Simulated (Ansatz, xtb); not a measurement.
Two structures of ClFH2NSbSi+

We compare X, a doublet given by its coordinates, with Y, the doublet with the links of `F[Si@H](Cl)[NH+]=[Sb]`. Both are isolated ions in the gas phase, relaxed with PBE0-D3(BJ)/def2-SVP; the shapes shown needn't be the lowest conformers.

X (Å):

```yaml
atoms:
  - { symbol: Cl, position_ang: [-1.9257, 0.5979, -0.4375] }
  - { symbol: F, position_ang: [-2.9275, -2.0206, 0.7214] }
  - { symbol: N, position_ang: [-0.2355, -2.0553, 0.7139] }
  - { symbol: Sb, position_ang: [-1.8835, -0.9397, -2.5109] }
  - { symbol: Si, position_ang: [-1.6187, -1.6141, -0.0933] }
  - { symbol: H, position_ang: [0.6986, -2.0332, 0.3168] }
  - { symbol: H, position_ang: [-0.2500, -2.3084, 1.7005] }
```

Close contacts (Å): Cl1–Sb4 2.58, Cl1–Si5 2.26, F2–Si5 1.59, N3–Si5 1.66, Sb4–Si5 2.52, N3–H6 1.02, N3–H7 1.02.

Y (Å):

```xyz
7

Cl   -2.4127   -1.5784    2.0509
F    -2.5544   -2.1335   -0.9010
N    -0.4699   -0.7610   -0.2036
Sb   -0.7451    0.2743   -1.8507
Si   -1.5157   -2.1164    0.3325
H    -0.7504   -3.3676    0.4206
H     0.3026   -0.4788    0.4096
```

Task: Estimate E(Y) − E(X) at the level CCSD(T)/def2-SVP + ΔMP2/def2-TZVPP.

Result: Too close to call at this level: CCSD(T)/def2-SVP + ΔMP2/def2-TZVPP gives E(Y) − E(X) = −1.72 kcal/mol.

How the difference moves with the method:

```tsv
level	geometry	E(Y) − E(X) (kcal/mol)	departure from the last row (kcal/mol)	job, with rough time for the two
PBE0-D3(BJ)/def2-SVP	PBE0-D3(BJ)/def2-SVP	+4.82	+6.54	optimisation, 3.7 min
HF/def2-SVP	PBE0-D3(BJ)/def2-SVP	−4.04	−2.33	part of the CCSD(T) run
MP2/def2-SVP	PBE0-D3(BJ)/def2-SVP	−5.72	−4.00	part of the CCSD(T) run
CCSD(T)/def2-SVP	PBE0-D3(BJ)/def2-SVP	−5.37	−3.66	single point
CCSD(T)/def2-SVP + ΔMP2/def2-TZVPP	PBE0-D3(BJ)/def2-SVP	−1.72		single point, 2.4 min
```

PBE0-D3(BJ)/def2-SVP puts the two in the other order. The largest departure from CCSD(T)/def2-SVP + ΔMP2/def2-TZVPP is that of PBE0-D3(BJ)/def2-SVP, 6.54 kcal/mol. Levels run at GFN2-xTB geometries aren't shown. The last row adds to CCSD(T) the change of the MP2 difference between the two basis sets, here +3.66 kcal/mol, a large step that makes the value less sure.

With harmonic frequencies from PBE0-D3(BJ)/def2-SVP (ideal gas, rigid rotor, one conformer each, 298.15 K, 1 atm): the zero-point term adds −1.35 kcal/mol; ΔH is −3.46 and ΔG −3.29 kcal/mol.

Open shells are spin-unrestricted. The correlated steps freeze 16 core orbitals; the filled d shell of Sb is correlated, in a basis made for valence electrons. Atoms past krypton carry core potentials in the def2 sets and no spin–orbit term is included. Codes used: Ansatz 0.2.0; the last row on 2 threads of Intel(R) Xeon(R) Platinum 8259CL CPU @ 2.50GHz (Skylake/Cascade Lake) on a shared host.
